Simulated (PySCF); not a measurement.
Delta-SCF ions had no search for a lower state. Excitations are Tamm–Dancoff values on a coarser integration grid. The basis has no diffuse functions, so Rydberg states are missing or too high.

CHNO, SMILES `N#CO` (charge 0, multiplicity 1)

The numbers are results of PBE-D3(BJ)/def2-TZVP // B3LYP-D3(BJ)/def2-TZVP in PySCF 2.14.0, not measurements.

```json
{
  "HOMO": "-7.55 eV",
  "dipole_moment": "3.99 D",
  "LUMO": "-1.33 eV",
  "HOMO–LUMO gap": "6.21 eV",
  "S1 excitation (TDA)": "6.34 eV",
  "S1 oscillator strength": "0.003",
  "T1 excitation (TDA)": "6.04 eV",
  "S1–T1 gap (TDA)": "0.30 eV",
  "vertical ionisation energy (Delta-SCF)": "11.83 eV",
  "total_energy": "-168.5286 Ha",
  "cost": "about 20 core-seconds (a rough figure)"
}
```

```xyz
4

N      1.6020    -0.0990    -0.2530
C      0.4772     0.1009    -0.0945
O     -0.7721     0.3997     0.0793
H     -1.3083    -0.4010     0.1806
```
Charge 0, spin multiplicity 1.
